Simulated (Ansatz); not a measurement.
Cost and result for the atomization energy of `C[S+](C)[AlH3-]` (13 atoms, 12 bonds).

Z-matrix (Å, degrees):
```
C
S 1 1.795
H 1 1.091 2 109.9
H 1 1.090 2 109.8 3 122.5
H 1 1.090 2 106.9 3 -118.7
C 2 1.796 1 100.8 3 -56.8
Al 2 2.440 1 100.1 3 45.5
H 6 1.090 2 109.8 1 -65.8
H 6 1.091 2 109.9 1 56.7
H 6 1.090 2 106.9 1 175.4
H 7 1.608 2 95.9 1 -51.5
H 7 1.599 2 99.2 1 67.4
H 7 1.599 2 99.2 1 -170.5
```

Charge 0, multiplicity 1. Geometry: relaxed with PBE0-D4/def2-TZVP. Program: Ansatz. All runs use 4 threads of an Arm Neoverse V2 on a shared host. Times are those of one run each, without the atoms' runs, and a repeat can differ threefold. Electronic energies, without spin–orbit coupling; frozen cores. CCSD(T)/CBS adds CCSD(T) − MP2 in def2-TZVPP to the MP2 limit, and its time is that of the two runs behind it. T1 = 0.010.

CCSD(T)/CBS is a level of theory with its own doubt, some kJ/mol a heavy atom from the limit and from the frozen cores, so smaller differences don't rank the functionals.

```csv
level,functions,wall time
LDA (SPW92)/def2-TZVPP,272,1.1 s
revPBE-D4/def2-TZVPP,272,1.8 s
CCSD(T)/def2-SVP,109,2.8 s
CAM-B3LYP-D4/def2-TZVPP,272,3 s
r2SCANh-D4/def2-TZVPP,272,4.3 s
B2PLYP/def2-TZVPP,272,4.5 s
PBE-QIDH/def2-TZVPP,272,4.6 s
ωB97X-V/def2-TZVPP,272,7 s
B97M-V/def2-TZVPP,272,8 s
ωB97M-V/def2-TZVPP (with forces),272,10 s
MP2/def2-QZVPP,524,19 s
CCSD(T)/def2-TZVPP,272,100 s
CCSD(T)/CBS(def2),–,120 s
```

(1) What atomization energy does each give, and how far from CCSD(T)/CBS? (Best estimate.)

## Answers

(1) Computed: 
| level | atomization (kcal/mol) | difference from CCSD(T)/CBS | per bond |
| --- | --- | --- | --- |
| LDA (SPW92)/def2-TZVPP | 1125.0 | 118.8 | 9.9 |
| revPBE-D4/def2-TZVPP | 993.8 | -12.4 | -1.0 |
| CCSD(T)/def2-SVP | 953.6 | -52.6 | -4.4 |
| CAM-B3LYP-D4/def2-TZVPP | 1007.4 | 1.2 | 0.1 |
| r2SCANh-D4/def2-TZVPP | 1004.0 | -2.2 | -0.2 |
| B2PLYP/def2-TZVPP | 991.1 | -15.1 | -1.3 |
| PBE-QIDH/def2-TZVPP | 996.5 | -9.7 | -0.8 |
| ωB97X-V/def2-TZVPP | 1008.9 | 2.7 | 0.2 |
| B97M-V/def2-TZVPP | 1016.8 | 10.6 | 0.9 |
| ωB97M-V/def2-TZVPP (with forces) | 1008.5 | 2.3 | 0.2 |
| MP2/def2-QZVPP | 995.6 | -10.6 | -0.9 |
| CCSD(T)/def2-TZVPP | 982.7 | -23.5 | -2.0 |
| CCSD(T)/CBS(def2) | 1006.2 | 0.0 | 0.0 |

From BLYP to BHLYP (50 % exact exchange), in def2-TZVPP and without D4, the atomization energy moves by −2.3 kcal/mol: exact exchange takes away binding that semilocal exchange gives to molecules. At CCSD(T), def2-SVP lies −52.6 kcal/mol from the extrapolated value and def2-TZVPP −23.5 kcal/mol: correlation converges slowly with the basis, and small sets miss more of it in the bonded molecule than in its fragments. The D4 term adds +10.6 kcal/mol with B3LYP and +5.6 kcal/mol with PBE0; it sums over pairs of atoms, weighted by their polarisabilities, and B3LYP, whose exchange is more repulsive, gets the larger term.

B3LYP here is the variant with VWN-RPA as its local correlation; programs differ in this.
